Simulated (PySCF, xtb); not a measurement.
## Two structures of CH5AlSe

Structure X: `C[Se][AlH2]`, a singlet. Structure Y: a singlet given by its coordinates. Both are isolated molecules in the gas phase, relaxed with PBE0-D3(BJ)/def2-SVP; the shapes shown needn't be the lowest conformers.

X (Å):

```xyz
8

C    -0.7658    0.3355   -0.4603
Al    1.6920    2.0974    0.7819
Se    0.5953    1.5611   -1.1684
H    -1.7558    0.7438   -0.6987
H    -0.6676    0.2181    0.6265
H    -0.6407   -0.6389   -0.9488
H     2.9126    3.1030    0.6766
H     1.1721    1.4350    2.1295
```

Y (Å):

```json
{"atom": "C", "x (Å)": "0.7022", "y (Å)": "0.6232", "z (Å)": "-0.5178"}
{"atom": "Al", "x (Å)": "-0.0282", "y (Å)": "-1.1966", "z (Å)": "-0.6365"}
{"atom": "Se", "x (Å)": "-0.8565", "y (Å)": "0.9251", "z (Å)": "0.7080"}
{"atom": "H", "x (Å)": "1.5850", "y (Å)": "0.7875", "z (Å)": "0.1163"}
{"atom": "H", "x (Å)": "-1.1068", "y (Å)": "-1.4926", "z (Å)": "-1.7663"}
{"atom": "H", "x (Å)": "-1.8267", "y (Å)": "1.1996", "z (Å)": "-0.3647"}
{"atom": "H", "x (Å)": "0.6726", "y (Å)": "1.3741", "z (Å)": "-1.3169"}
{"atom": "H", "x (Å)": "0.5523", "y (Å)": "-2.2914", "z (Å)": "0.3563"}
```

Close contacts (Å): C1–Al2 1.96, C1–Se3 2.01, Al2–Se3 2.64, C1–H4 1.10, C1–H7 1.10, Al2–H5 1.59, Al2–H8 1.59, Se3–H6 1.47.

Problem. Estimate which is lower in electronic energy at CCSD(T)/def2-SVP + ΔMP2/def2-TZVPP, and by roughly how much.

Solution. The CCSD(T)/def2-SVP + ΔMP2/def2-TZVPP calculation puts structure X lower, by 23.0 kcal/mol.

Level by level:

```tsv
level	geometry	E(Y) − E(X) (kcal/mol)	departure from the last row (kcal/mol)	job, with rough time for the two
GFN2-xTB	GFN2-xTB	+27.4	+4.4	optimisation, 0.35 s
HF/STO-3G	GFN2-xTB	+31.9	+8.9	single point, 2.3 s
r2SCAN-D4/def2-SVP	GFN2-xTB	+14.0	−9.0	single point, 18 s
PBE0-D3(BJ)/def2-SVP	PBE0-D3(BJ)/def2-SVP	+23.1	+0.1	optimisation, 5.6 min
HF/def2-SVP	PBE0-D3(BJ)/def2-SVP	+27.6	+4.6	part of the CCSD(T) run
MP2/def2-SVP	PBE0-D3(BJ)/def2-SVP	+24.4	+1.5	part of the CCSD(T) run
CCSD(T)/def2-SVP	PBE0-D3(BJ)/def2-SVP	+23.7	+0.7	single point
CCSD(T)/def2-SVP + ΔMP2/def2-TZVPP	PBE0-D3(BJ)/def2-SVP	+23.0		single point, 71 s
```

None of the levels shown reverses the order. The largest departure from CCSD(T)/def2-SVP + ΔMP2/def2-TZVPP is that of r2SCAN-D4/def2-SVP, 9.0 kcal/mol. The last row adds to CCSD(T) the change of the MP2 difference between the two basis sets, here −0.7 kcal/mol.

With thermal terms from frequencies at re-optimised GFN2-xTB minima (ideal gas, soft modes damped towards free rotors, one conformer each, 298.15 K, 1 atm): on the last row, ΔE + ΔZPE = +19.7, ΔH = +19.6, ΔG = +20.3 kcal/mol.

The correlated steps freeze 15 core orbitals; the filled d shell of Se is correlated, in a basis made for valence electrons. Programs: PySCF 2.14.0, xtb 6.7.1; the last row on 2 threads of Intel(R) Xeon(R) Platinum 8259CL CPU @ 2.50GHz (Skylake/Cascade Lake) on a shared host.
